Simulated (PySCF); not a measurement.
Compound: C6H11B.
Structure used (GFN2-xTB), in Å, numbered top down from 1:
```xyz
18
C6H11B angstrom
C      3.5890   -0.2447    0.1829
C      2.1748   -0.5193    0.3426
C      1.0066   -0.7494    0.4797
C     -0.4102   -1.0108    0.6464
B     -1.3883    0.1024    0.0765
C     -0.8469    1.1928   -0.9201
C     -2.8931    0.1014    0.5468
H      4.1448   -1.1773    0.0794
H      3.9661    0.2945    1.0525
H      3.7553    0.3637   -0.7067
H     -0.6064   -1.2089    1.7054
H     -0.6453   -1.9466    0.1233
H     -0.2186    0.7521   -1.6924
H     -1.6198    1.7851   -1.4043
H     -0.1962    1.8814   -0.3803
H     -3.2380   -0.8534    0.9386
H     -3.5842    0.4173   -0.2319
H     -2.9983    0.8262    1.3557
```

The closed-shell ground state was solved at several levels (PySCF, density fitting, gas phase, non-relativistic).

| level | basis functions | total energy (Eh) | HOMO (eV) | LUMO (eV) | gap (eV) | dipole (D) |
| --- | --- | --- | --- | --- | --- | --- |
| PBE0/pcSseg-1 | 174 | -259.7019 | -6.82 | -0.40 | 6.42 | 0.22 |
| wB97X-D/def2-SVPD | 228 | -259.8012 | -8.69 | 1.54 | 10.23 | 0.19 |

(1) Estimate the row for PBE0/def2-SVPD, a basis of 228 functions; the other rows only guide the guess.

(2) Over all these levels, which gives the widest orbital gap and which the narrowest?

(3) How far do the dipole and the HOMO energy spread over the levels?

Answers

(1) Total energy -259.5591 Eh, HOMO -6.84 eV, LUMO -0.39 eV, gap 6.45 eV, dipole 0.19 D.

(2) wB97X-D/def2-SVPD (range-separated hybrid) has the widest, 10.23 eV, and PBE0/pcSseg-1 (global hybrid, 25 % exact exchange) the narrowest, 6.42 eV. Functional and basis both differ between the two, so the spread mixes both effects.

(3) The dipole runs from 0.19 to 0.22 D (mean 0.20 D) and the HOMO from -8.69 to -6.82 eV.

One conformer stands for the species.

wB97X-D is run here without its empirical dispersion term; that term would change no orbital, density or response property at a fixed geometry.
